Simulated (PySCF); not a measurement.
## Electron correlation in Pr³⁺ (praseodymium, charge +3)

[Xe] 4f2, one real determinant. Computed with PySCF 2.14 in x2c-TZVPPall, with the spin-free X2C one-electron Hamiltonian (Gaussian nucleus). Frozen: [Kr] 4d10; 10 electrons correlated.

```tsv
level	correlation energy (mhartree)
CCSD	-240.38
(T)	-7.34
CCSD(T)	-247.72
```

Diagnostics: T1 = 0.0049, D1 = 0.0147, largest double amplitude 0.073.

The real determinant used has ⟨L²⟩ near 24 against 30 for a pure H term, so it mixes terms. Spin-orbit coupling, absent here, splits the open shell strongly.

Cost of the coupled-cluster step: about 26 core-seconds, for 10 correlated electrons.

Iterations:

```
CC2 = 0
CCSD nocc = (np.int64(6), np.int64(4)), nmo = (90, 90)
frozen orbitals [[0, 1, 2, 3, 4, 5, 6, 7, 8, 9, 10, 11, 12, 13, 14, 15, 16, 17, 18, 19, 20, 21, 22], [0, 1, 2, 3, 4, 5, 6, 7, 8, 9, 10, 11, 12, 13, 14, 15, 16, 17, 18, 19, 20, 21, 22]]
max_cycle = 100
direct = 0
conv_tol = 1e-08
conv_tol_normt = 1e-06
diis_space = 8
diis_start_cycle = 0
Init t2, MP2 energy = -0.221247798305855
Init E_corr(UCCSD) = -0.221247798313081
cycle = 1  E_corr(UCCSD) = -0.233980824203795  dE = -0.0127330259  norm(t1,t2) = 0.0352348
cycle = 2  E_corr(UCCSD) = -0.237898821021863  dE = -0.00391799682  norm(t1,t2) = 0.0122447
cycle = 3  E_corr(UCCSD) = -0.239540137474711  dE = -0.00164131645  norm(t1,t2) = 0.00652892
cycle = 4  E_corr(UCCSD) = -0.239639386522276  dE = -9.92490476e-05  norm(t1,t2) = 0.00434753
cycle = 5  E_corr(UCCSD) = -0.239732297033043  dE = -9.29105108e-05  norm(t1,t2) = 0.00381706
cycle = 6  E_corr(UCCSD) = -0.240187059262831  dE = -0.00045476223  norm(t1,t2) = 0.00309875
cycle = 7  E_corr(UCCSD) = -0.240355940280874  dE = -0.000168881018  norm(t1,t2) = 0.00154605
cycle = 8  E_corr(UCCSD) = -0.240372803585141  dE = -1.68633043e-05  norm(t1,t2) = 0.00029573
cycle = 9  E_corr(UCCSD) = -0.240379116089763  dE = -6.31250462e-06  norm(t1,t2) = 8.14921e-05
cycle = 10  E_corr(UCCSD) = -0.240378816989278  dE = 2.99100485e-07  norm(t1,t2) = 3.23317e-05
cycle = 11  E_corr(UCCSD) = -0.240378948708692  dE = -1.31719414e-07  norm(t1,t2) = 9.8523e-06
cycle = 12  E_corr(UCCSD) = -0.240378832685841  dE = 1.16022852e-07  norm(t1,t2) = 2.74285e-06
cycle = 13  E_corr(UCCSD) = -0.240378808052279  dE = 2.46335618e-08  norm(t1,t2) = 8.60467e-07
cycle = 14  E_corr(UCCSD) = -0.240378799973071  dE = 8.07920753e-09  norm(t1,t2) = 2.54053e-07
UCCSD converged
E(UCCSD) = -9232.01864412852  E_corr = -0.2403787999730712
UCCSD(T) correction = -0.00733957394683313
```

The reference is one real determinant that mixes LS terms of this configuration.
